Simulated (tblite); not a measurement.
Compound: C₇H₉ (doublet state).
Z-matrix (Å and degrees, GFN2-xTB geometry), rows numbered from 1:
```
C 
C   1  1.3233
C   2  1.4785  1  124.27
C   3  1.5192  2  116.14  1  -129.69
C   4  1.3232  3   98.36  2  -115.46
C   5  1.4764  4  139.29  3  -179.46
C   5  1.5236  4   90.60  3    -0.08
H   1  1.0778  2  121.70  3    -0.71
H   1  1.0763  2  121.97  3   179.15
H   2  1.0827  1  120.50  3  -178.75
H   3  1.0908  2  111.46  1     2.86
H   6  1.0909  5  110.38  4   116.16
H   6  1.0875  5  110.41  4    -4.15
H   6  1.0906  5  110.28  4  -124.66
H   7  1.0891  3  113.42  2  -128.71
H   7  1.0893  3  113.62  2    -0.73
```

All values are computed: GFN2-xTB (tblite) harmonic vibrations without scaling, gas phase. The method is semi-empirical: single wavenumbers can be off by several per cent or more. One conformer, not necessarily the lowest. Open shells enter through the occupations alone, without spin polarisation, and single modes of such species can be off by tens of per cent.

Harmonic wavenumbers (cm⁻¹): 76.4, 92.9, 106.8, 264.3, 318.9, 339.5, 377.7, 441.0, 648.7, 687.2, 836.2, 886.7, 889.2, 929.3, 944.5, 999.1, 1014.6, 1015.1, 1044.6, 1081.5, 1103.9, 1165.1, 1182.0, 1207.1, 1244.9, 1304.6, 1394.8, 1415.4, 1431.1, 1468.3, 1473.8, 1688.5, 1736.6, 2962.9, 2976.7, 2978.0, 2985.6, 3000.1, 3039.9, 3054.6, 3099.7, 3128.7.

A = 9997, B = 1387, C = 1335 MHz; mass 93.070 u (most abundant isotopes); point group C1, symmetry number 1; spin multiplicity 2.

Task: What is the zero-point energy?

Result: ½Σν̃ = 29018 cm⁻¹ = 347.14 kJ/mol.

Task: Entropy at 200 K, 1 bar (ideal gas, RRHO, classical rotation)?

Result: Translation 157.09, rotation 109.05, vibration 51.06, spin (R ln 2) 5.76: S = 323.0 J/(mol K).

Task: And Cp and H(200 K) − H(0)?

Result: Cp = 90.83 J/(mol K), of which vibrations give 57.57 (their classical limit is 42 R = 349.2); H(200 K) − H(0) = 12.37 kJ/mol without the zero-point energy, 5.72 from vibrations.

Task: How do the functions run with temperature in this model?

Result: 
| T (K) | S (J/(mol K)) | Cp (J/(mol K)) | H − H(0) (kJ/mol) | G − H(0) (kJ/mol) | ln q(vib) |
| --- | --- | --- | --- | --- | --- |
| 100 | 270.9 | 62.8 | 4.70 | -22.39 | 1.00 |
| 300 | 365.9 | 124.1 | 23.07 | -86.70 | 4.43 |
| 500 | 445.3 | 189.8 | 54.73 | -167.93 | 8.03 |
| 800 | 550.0 | 254.7 | 122.28 | -317.69 | 13.51 |
| 1000 | 610.0 | 282.8 | 176.17 | -433.80 | 17.03 |

q(vib) and H(0) count from the zero-point level.

Task: What must be added to the electronic energy to get the Gibbs energy at 200 K and 1 bar?

Result: ZPE + [H(200 K) − H(0)] − T·S = 347.14 + 12.37 − 64.59 = 294.92 kJ/mol.

Hindered rotation and anharmonicity are outside this model. Other conformers, if any are populated, would add a mixing term that is left out. The structure is chiral; the term R ln 2 for an equal mix with its mirror image is left out.
